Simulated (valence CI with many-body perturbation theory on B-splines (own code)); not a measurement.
The numbers below are computed, except where a source is named.
# Gd LVIII: magnetic and hyperfine properties of the levels

Method: configuration interaction combined with many-body perturbation theory (CI+MBPT): five valence electrons over a frozen Dirac-Fock core [He], a basis of 11 s, 11 p, 10 d, 8 f, 5 g, 2 h functions for each j, with the one-electron correlation potential Σ1 (screened to all orders), the two-electron term Σ2, the three-electron term Σ3, Breit, model QED; selected single and double excitations, second order for the rest, scaled by the run's own slope (own B-spline code, finite nucleus).

No measured spectrum was set against this ion. As an estimate, large intervals hold to a few tenths of a per cent, small ones and those within an open d or f shell to about a per cent. Among the levels kept, up to 7300 cm⁻¹ of a level comes from second order outside the variational space, and about a tenth of that is noise between levels of different J, which matters for small intervals.

A/g_I is the dipole constant over the nuclear g factor μ/I (μ in nuclear magnetons, uniformly magnetised nucleus), B/Q the quadrupole constant per barn. Both hold the static response of the core; the bare values leave it out. Large factors of s and p1/2 electrons are usually good to 5 to 10 %; those of open d and f shells near neutrality can be off by tens of per cent, and small factors of p3/2, d and f electrons come from cancelling terms and can be off by a factor of two or in sign, in half-filled shells by more. B is blank for J = 1/2, where it vanishes, and for nearly pure S terms. Energies count from the lowest level.

Levels are named by their leading jj configuration (3d3/2^4 stands for four electrons in 3d with j = 3/2), which in mixed levels can hold well under half, so a name can repeat and another be missing. Letters in brackets count levels of one name in rising energy.

```csv
Level,E (eV),g,A/g_I (MHz),A/g_I bare,B/Q (MHz/b),B/Q bare
(2s^2 2p1/2^2 2p3/2) J=3/2,0.0,1.331,505000,518000,962000,963000
(2s^2 2p1/2 2p3/2^2) J=3/2,707.2,1.439,-161000,-143000,77900,78000
(2s^2 2p1/2 2p3/2^2) J=5/2,729.3,1.172,1200000,1210000,-3370,-3380
(2s^2 2p1/2 2p3/2^2) J=1/2,770.5,0.630,3940000,3920000,,
(2s 2p1/2^2 2p3/2^2) J=5/2,984.8,1.460,2820000,2800000,179000,179000
(2s 2p1/2^2 2p3/2^2) J=1/2,1071.7,2.034,1.20e+07,1.19e+07,,
(2s 2p1/2^2 2p3/2^2) J=3/2,1073.1,1.181,-1790000,-1740000,-156000,-156000
(2s^2 2p3/2^3) J=3/2,1479.3,1.288,530000,541000,-1040000,-1040000
(2s 2p1/2 2p3/2^3) J=3/2 [a],1715.2,1.580,2840000,2820000,-781000,-783000
(2s 2p1/2 2p3/2^3) J=5/2,1752.7,1.284,3530000,3500000,-1180000,-1180000
(2s 2p1/2 2p3/2^3) J=1/2,1802.7,1.374,-4380000,-4290000,,
(2s 2p1/2 2p3/2^3) J=3/2 [b],1812.6,1.027,149000,174000,-269000,-270000
(2p1/2^2 2p3/2^3) J=3/2,2119.1,1.308,492000,515000,-997000,-998000
(2s 2p3/2^4) J=1/2,2526.9,1.842,1.21e+07,1.20e+07,,
(2p1/2 2p3/2^4) J=1/2,2851.6,0.630,3950000,3910000,,
(2s^2 2p1/2^2 3s) J=1/2,6540.4,2.001,3450000,3420000,,
(2s^2 2p1/2^2 3p1/2) J=1/2,6624.5,0.651,1150000,1140000,,
(2s^2 2p1/2^2 3p3/2) J=3/2,6847.9,1.326,148000,152000,282000,282000
(2s^2 2p1/2^2 3d3/2) J=3/2,6925.0,0.785,86200,86100,47600,48100
(2s^2 2p1/2^2 3d5/2) J=5/2,6992.2,1.192,31100,31100,41400,41900
(2s^2 2p1/2 2p3/2 3s) J=3/2 [a],7257.8,1.661,809000,813000,633000,634000
(2s^2 2p1/2 2p3/2 3s) J=1/2,7266.5,1.298,-1600000,-1560000,,
(2s^2 2p1/2 2p3/2 3s) J=5/2,7276.6,1.318,1800000,1790000,924000,925000
(2s^2 2p1/2 2p3/2 3s) J=3/2 [b],7282.1,0.966,1090000,1100000,555000,556000
(2s^2 2p1/2 2p3/2 3p1/2) J=1/2,7341.1,1.729,-831000,-802000,,
(2s^2 2p1/2 2p3/2 3p1/2) J=3/2 [a],7347.1,1.134,817000,824000,194000,195000
(2s^2 2p1/2 2p3/2 3p1/2) J=5/2,7360.2,1.057,1340000,1340000,915000,917000
(2s^2 2p1/2 2p3/2 3p1/2) J=3/2 [b],7392.6,1.318,775000,787000,955000,957000
(2s 2p1/2^2 2p3/2 3s) J=5/2,7496.3,1.598,3170000,3150000,983000,985000
(2s 2p1/2^2 2p3/2 3s) J=3/2 [a],7521.7,1.449,3680000,3660000,505000,506000
(2s^2 2p1/2 2p3/2 3p3/2) J=1/2 [a],7555.0,1.474,-1540000,-1510000,,
(2s^2 2p1/2 2p3/2 3p3/2) J=5/2 [a],7560.2,1.421,71700,81500,972000,974000
(2s^2 2p1/2 2p3/2 3p3/2) J=3/2 [a],7566.0,1.143,1240000,1240000,-621000,-622000
(2s^2 2p1/2 2p3/2 3p3/2) J=7/2,7573.2,1.225,851000,856000,1220000,1220000
(2s 2p1/2^2 2p3/2 3s) J=3/2 [b],7577.6,1.385,-613000,-587000,538000,539000
(2s 2p1/2^2 2p3/2 3s) J=1/2,7582.3,0.871,-2620000,-2560000,,
(2s 2p1/2^2 2p3/2 3p1/2) J=3/2 [a],7591.3,1.689,3850000,3830000,655000,656000
(2s 2p1/2^2 2p3/2 3p1/2) J=5/2,7592.2,1.352,2890000,2870000,934000,935000
(2s^2 2p1/2 2p3/2 3p3/2) J=5/2 [b],7597.2,1.186,1050000,1060000,128000,128000
(2s^2 2p1/2 2p3/2 3p3/2) J=3/2 [b],7600.7,1.395,-204000,-184000,366000,366000
```

**Question.** Take the isotope of mass number 155, with I = 3/2, μ = -0.2591 μN and Q = 1.27 b. What is the hyperfine structure of (2s^2 2p1/2 2p3/2^2) J=1/2?

**Answer.** From the table A = -680000 MHz. Shifts from the centre of gravity in MHz: F = 1: 850000, F = 2: -510000.
